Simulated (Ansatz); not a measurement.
Consider the cleavage of the Sn–Sn bond: `[SnH3][SnH3]` + `C[SeH]` → `C[Se][SnH3]` + `[SnH4]`.

Computed with Ansatz on PBE0-D4/def2-TZVP structures; ΔE is electronic, products minus reactants. CCSD(T)/CBS is the MP2 limit (def2-TZVPP, def2-QZVPP) plus CCSD(T) − MP2 in def2-TZVPP, frozen cores. Functionals use def2-TZVPP. B3LYP here is the variant with VWN-RPA as its local correlation; programs differ in this. def2 core potentials past Kr. For Se, Sn outer-core shells are correlated without core-valence functions, which leaves a few kJ/mol of doubt a bond. Scalar relativity is left out up to krypton.

```json
{"species": "`[SnH3][SnH3]`", "B3LYP-D4 energy (Eh)": "-432.34032"}
{"species": "`C[SeH]`", "B3LYP-D4 energy (Eh)": "-2442.12271"}
{"species": "`C[Se][SnH3]`", "B3LYP-D4 energy (Eh)": "-2657.71435"}
{"species": "`[SnH4]`", "B3LYP-D4 energy (Eh)": "-216.75114"}
```

Question: Work out ΔE.

Answer: ΔE = (-2657.71435) + (-216.75114) − (-432.34032) − (-2442.12271) = -0.00246 Eh = -6.5 kJ/mol. CCSD(T)/CBS gives -4.7 kJ/mol.

Largest T1 diagnostic among the species: 0.013.

The D4 term adds −3.8 kJ/mol with B3LYP and −1.9 kJ/mol with PBE0; it sums over pairs of atoms, weighted by their polarisabilities, and B3LYP, whose exchange is more repulsive, gets the larger term. Leaving LDA and LC-ωPBE aside and taking each functional with its dispersion term where it has one, the values, not all of them listed here, spread over 13.2 kJ/mol, from B97M-V to PBE-D4. In def2-TZVPP, CCSD(T) changes the Hartree–Fock value by +4.9 kJ/mol (the triples alone add −1.1 kJ/mol) and MP2 by +5.1 kJ/mol.
